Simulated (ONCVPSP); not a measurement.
## Cutoff test, K, ONCV

potassium (K), optimised norm-conserving Vanderbilt (ONCV), made with ONCVPSP 4.0.1 (LDA (Perdew-Wang 92), scalar-relativistic). Core [Ne], reference 3s2 3p6 4s1. Waves: 3s+4s: rc 2.30 bohr, ncon 4, nbas 7, qcut 4.1 1/bohr, 2 projectors; 3p: rc 2.20 bohr, ncon 5, nbas 9, qcut 5.7 1/bohr, 2 projectors, debl 1.9 Ha; d scattering state at 0.06 Ha: rc 2.05 bohr, ncon 4, nbas 7, qcut 4.3 1/bohr, 3 projectors, debl 2.1 Ha. Local part: polynomial inside 1.30 bohr (lpopt 5, dvloc0 0 Ha). Core correction: polynomial model core, fcfact 0.3.

Q: For each optimised wave give the share of its norm inside rc, the residual kinetic energy above qcut (Ha) and the cutoffs (Ha) for errors of 10, 1, 0.1 and 0.01 mHa per electron.

A:

```csv
wave,norm inside rc,residual KE,10 mHa,1 mHa,0.1 mHa,0.01 mHa
3s,0.965,8.9e-06,3.4,4.7,5.7,7.9
4s,0.046,2.6e-05,2.1,3.5,4.9,14.4
3p,0.890,6.7e-06,8.6,11.5,13.8,16.4
p projector 2,0.158,9.9e-06,8.4,11.4,14.0,16.6
d projector 1,0.312,1.4e-02,10.0,34.8,42.2,57.2
d projector 2,0.196,2.0e-01,23.4,48.3,56.1,64.9
d projector 3,0.183,6.8e-01,19.4,62.9,74.5,94.6
```

The occupied waves need 11 Ha and 14 Ha for 1 and 0.1 mHa. The cutoffs count occupied waves only; projector 3 of the d channel, the hardest unoccupied one, needs 63 Ha at the loose tolerance.
